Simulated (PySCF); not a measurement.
Here is a computed PBE0-D3(BJ)/def2-SVP geometry (Å):
```
Br
Si  1  2.2150
Br  2  2.2140  1  110.32
H   2  1.4846  1  108.55  3   118.85
H   2  1.4844  1  108.64  3  -118.91
```
Z-matrix in Å and degrees, rows numbered from 1.

Neutral, closed shell.

Read off the bonds between heavy atoms and their formal orders.

Br1–Si2 (single); Si2–Br3 (single). Hydrogens: H4, H5 on Si2.

Which species is it?

`Br[SiH2]Br`, Br2H2Si, dibromosilane.

What is the point group of this geometry?

C2v (every atom within 0.08 Å of its image).

Classify the heavy atoms.

Br1/Br3: bromine bonded to Si; Si2: SiH2 silicon.

What is the arrangement about Si2?

It has 4 neighbours (Br1, Br3, H4, H5) and is tetrahedral (angles from 108.6° to 112.2°).

---

Distances in Å between the heavy atoms of a computed structure (PBE0-D3(BJ)/def2-SVP; lower triangle, same order across):
```
F1    0.00
P2    1.59  0.00
F3    2.24  1.57  0.00
F4    2.24  1.57  2.72  0.00
F5    2.24  1.57  2.72  2.72  0.00
F6    3.19  1.59  2.24  2.24  2.24  0.00
```

There is no hydrogen.

Neutral, closed shell.

Question: Read off the bonds between heavy atoms and their formal orders.

Answer: F1–P2 (single); P2–F3 (single); P2–F4 (single); P2–F5 (single); P2–F6 (single).

Question: Which species is it?

Answer: `FP(F)(F)(F)F`, PF5, phosphorus pentafluoride.

Question: Name the point group.

Answer: D3h (every atom within 0.08 Å of its image).

Question: Describe the place of each heavy atom.

Answer: F1/F6: phosphorus-bound fluorine; P2: phosphorus bonded to 5 F; F3/F4/F5: phosphorus-bound fluorine.
